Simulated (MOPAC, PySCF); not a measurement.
H₅B₃O, SMILES `O(B)BB`, neutral singlet in the gas phase. 

Cartesian coordinates (Å):
SMILES: BBOB
```xyz
9

B     -1.8625    -0.2116     0.2514
B     -0.4317    -0.4077    -0.5824
O      0.7677     0.0421    -0.1828
B      1.9455     0.5023     0.2405
H     -2.2651    -1.0360     1.0227
H     -2.5945     0.7147     0.0444
H     -0.4582    -1.0022    -1.6369
H      2.2772     1.6061    -0.0856
H      2.6215    -0.2078     0.9287
```
Charge 0, multiplicity 1.

All levels are single points at this geometry (r2SCAN-D4/def2-TZVP); Pople sets use spherical d functions. Orbital energies aren't observables, and empty levels follow the basis.

```
level                          HOMO (eV)  LUMO (eV)  gap (eV)  dipole (D)  vertical IE, Delta-SCF (eV)
-----------------------------  ---------  ---------  --------  ----------  ---------------------------
PBE-D3(BJ)/def2-TZVP in PySCF      -6.75      -3.08      3.67        0.29                         9.95
r2SCAN-D4/def2-TZVP in PySCF       -6.96      -2.64      4.32        0.28                        10.06
B3LYP/3-21G in PySCF               -7.78      -2.03      5.75        0.33                            –
HF/3-21G in PySCF                 -11.12       2.06     13.18        0.23                            –
HF/STO-3G in PySCF                 -9.31       6.46     15.77        0.21                            –
PM3 in MOPAC                      -11.36      -0.03     11.33        0.42                            –
```
